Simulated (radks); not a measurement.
The numbers below are computed, except where a source is named.
Species: Ti3.9+. Configuration: [Ne] 3s(up 1, down 0.1) 3p6 3d1 (fractional occupations, a model configuration).

Level of theory: non-relativistic Kohn-Sham, r2SCAN, spin-polarised, spherical densities, point nucleus; open shells are filled with parallel spins first; meta-GGA in the generalised Kohn-Sham scheme (a radial shooting solver on a logarithmic mesh with Libxc functionals).

Energy parts (hartree):
part                       energy
total                  -844.09282
kinetic                 843.41386
electron-nucleus      -1964.24036
Hartree                 317.04071
exchange-correlation    -40.30703

Orbitals (lengths in bohr, moments of r in powers of bohr; <r^-3> diverges for s and p1/2; r(max) is where P^2 peaks):
\begin{tabular}{lrrrrrr}
orbital & occ. & eigenvalue (hartree) & r(max) & <r^4> & <r> & <r^-3> \\ \hline
1s up & 1 & -180.5486 & 0.04614 & 0.0001122 & 0.07018 & - \\
1s down & 1 & -180.5328 & 0.04614 & 0.0001122 & 0.07019 & - \\
2s up & 1 & -21.83588 & 0.2708 & 0.02799 & 0.3265 & - \\
2s down & 1 & -21.80315 & 0.2709 & 0.02782 & 0.3263 & - \\
2p up & 3 & -18.53494 & 0.2205 & 0.02226 & 0.2904 & 258.6 \\
2p down & 3 & -18.50376 & 0.2205 & 0.02208 & 0.2902 & 258.8 \\
3s up & 1 & -4.26028 & 0.8615 & 1.872 & 0.9785 & - \\
3s down & 0.1 & -4.12141 & 0.8651 & 1.948 & 0.9865 & - \\
3p up & 3 & -3.34573 & 0.8822 & 2.438 & 1.025 & 32.82 \\
3p down & 3 & -3.21364 & 0.8868 & 2.560 & 1.035 & 32.19 \\
3d up & 1 & -1.92445 & 0.8782 & 4.643 & 1.132 & 3.081 \\
3d down & 0 & -1.80385 & 0.8842 & 5.088 & 1.151 & 3.037 \\
\end{tabular}

The highest occupied level is 3d up at -52.367 eV. Virial ratio -V/T = 2.00081. Summed over all electrons, <r^2> = 11.04 bohr^2, which gives a Langevin (diamagnetic) susceptibility term of -8.74 x 10^-6 cm^3/mol.
